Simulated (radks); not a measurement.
Results of a calculation; reference values are marked as such.
The gallium ion Ga5+, configuration [Ar] 3d8 (the NIST ground configuration).

Code: a radial shooting solver on a logarithmic mesh with Libxc functionals. Model: scalar-relativistic Kohn-Sham, PBE, spin-polarised, spherical densities, point nucleus; open shells are filled with parallel spins first.

Energy parts (Ry):
part                       energy
total                 -3872.52093
kinetic                3938.91742
electron-nucleus      -9168.12863
Hartree                1502.58589
exchange-correlation   -145.89560

Orbitals (lengths in bohr, moments of r in powers of bohr; <r^-3> diverges for s and p1/2):
orbital  occ.  eigenvalue (Ry)  <r^-3>
1s up       1        -758.3704       -
1s down     1        -758.3704       -
2s up       1        -99.37408       -
2s down     1        -99.25393       -
2p up       3        -87.33968   889.9
2p down     3        -87.24981   891.3
3s up       1        -17.19761       -
3s down     1        -16.98865       -
3p up       3        -13.53567   124.1
3p down     3        -13.32953   123.1
3d up       5         -7.54685   13.82
3d down     3         -7.34048   13.63

The highest occupied level is 3d down at -99.872 eV. Spin moment in Bohr magnetons: 2. For comparison, the ionisation energy in NIST's Atomic Spectra Database is 113 eV (theoretical). In exact Kohn-Sham theory the highest level is minus the ionisation energy, but local and semilocal functionals leave it too shallow, through self-interaction and a potential that decays too fast; potentials with the right tail come closer.
